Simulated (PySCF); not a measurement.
Electron affinity of Ag by level of theory

Ag⁻ [Kr] 4d10 5s2 (1S) → Ag [Kr] 4d10 5s1 (2S), as a difference of total energies. Computed with PySCF 2.14 in x2c-TZVPPall with one added diffuse shell each of s, p, d, f type (9s7p7d3f1g, 95 functions), with scalar relativity by spin-free X2C-1e. Correlated levels: valence: [Kr] frozen. The calculations carry no spin-orbit coupling.

```csv
method,electron affinity (eV)
UHF,0.091
MP2 (valence),1.057
SCS-MP2 (valence),1.072
CCSD (valence),1.093
CCSD(T) (valence),1.210
```

Errors of the correlated levels include the incompleteness of this basis and the frozen core.

The coupled-cluster amplitudes are large for Ag⁻ (T1 above 0.03 or a double amplitude above 0.15), so a single reference is strained.

Task: Which method comes closest to the reference value, and which is furthest?

Result: The reference is 1.304 eV (measured; photodetachment measurements, as compiled on the Wikipedia data page of electron affinities). Closest: CCSD(T) (valence) (error -0.094 eV); furthest: UHF (error -1.213 eV).
